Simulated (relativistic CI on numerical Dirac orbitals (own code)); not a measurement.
# N IV: what numerical and physical settings do to a radial Dirac CI calculation

Reference input:

```
atom N  Z=7  charge=3  electrons=4
nucleus A=14  rms_radius_fm=2.5582
hamiltonian dirac-coulomb  breit=on  qed=on  c_scale=1
orbitals kli  potential=per-configuration
slater_scale 1
correlation none
mixing on
grid step=0.0125 r_max=25.7
scf mixing=0.4 start=green max_iterations=150 tolerance=2e-08 node_fill=0.05
configurations
  [He] 2s2
  [He] 2s 2p
  [He] 2p2
  [He] 2p 3s
  [He] 2p 3p
end
```

Computed lowest total energy -51.18782 Ha, first excitation 68247.5 cm⁻¹, 41 SCF steps. Runs with settings changed; * marks those that are bad on purpose:

| Changed | Outcome | Lowest level | ΔE (Ha) | First excitation (cm⁻¹) | SCF steps | Message |
| --- | --- | --- | --- | --- | --- | --- |
| grid step 0.04, start potential bare | converged | 2s2 1S_0 | 5.25e-06 | 68247.5 | 51 |  |
| Slater scale 0.6, iteration limit 20 | converged | 2s2 1S_0 | 0.0483 | 65113.3 | 41 |  |
| nuclear radius 2.3024 fm | converged | 2s2 1S_0 | 5.54e-07 | 68247.5 | 41 |  |
| node fill of the KLI weights 5 * | converged | 2s2 1S_0 | 0.0305 | 64902.7 | 49 |  |
| SCF tolerance 1e-14 * | converged | 2s2 1S_0 | 2.01e-10 | 68247.5 | 90 |  |

With so few configurations and no correlation, terms lie too far apart (by 10 to 50 % near neutrality), their order can be wrong, and levels of other configurations are missing.
